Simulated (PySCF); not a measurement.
**Radial density of Nd⁺ (neodymium, charge +1)**

BHandHLYP, [Xe] 4f4 6p1, one real determinant (an excited configuration). Computed with PySCF 2.14 in ANO-RCC-VTZP, with scalar relativity by spin-free X2C-1e.

```csv
r (bohr),4πr²ρ (e/bohr),4πr²(ρα − ρβ)
0.0203,77.06,0.0028
0.0341,69.65,0.0072
0.0573,96.59,0.0106
0.0965,92.83,0.0061
0.162,82.27,0.1288
0.273,70.17,0.8802
0.459,36.04,3.0083
0.772,28.73,3.7475
1.30,9.872,1.9380
2.18,3.211,0.3015
3.67,0.3627,0.2440
6.18,0.1481,0.1477
10.4,0.009349,0.0093
17.5,0.0001988,0.0002
```

Densities and radii are taken from the X2C orbitals without a picture-change correction, which distorts them close to the nucleus.

⟨L²⟩ = 36.01 against 56 for a pure K term, so this real determinant mixes terms. Spin-orbit coupling, absent here, splits the open shell strongly.
